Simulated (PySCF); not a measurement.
AlH3, SMILES [AlH3]. Geometry: PBE-D3(BJ)/def2-TZVPD. The isomer is the one that the SMILES or the coordinates give; other isomers of the formula were not compared.

Method: PySCF 2.14.0 with PBE-D3(BJ)/def2-TZVPD.

Harmonic wavenumbers (cm⁻¹): 681, 764, 764, 1867, 1882, 1882. Rotational constants (GHz): 131.3, 131.3, 65.64; symmetry number 6.

Task: Work out the zero-point energy and the ideal-gas rigid-rotor harmonic-oscillator thermochemistry at 298.15 K and 1 atm.

Result: ZPE = ½ Σ hcν = ½ × 7840 cm⁻¹ = 46.89 kJ/mol. H − E(el) = 57.60 kJ/mol. Entropy in J/(mol K): translation 151.17, rotation 53.32, vibration 3.40, total 207.89. G − E(el) = -4.38 kJ/mol. Cp = 43.07 J/(mol K).
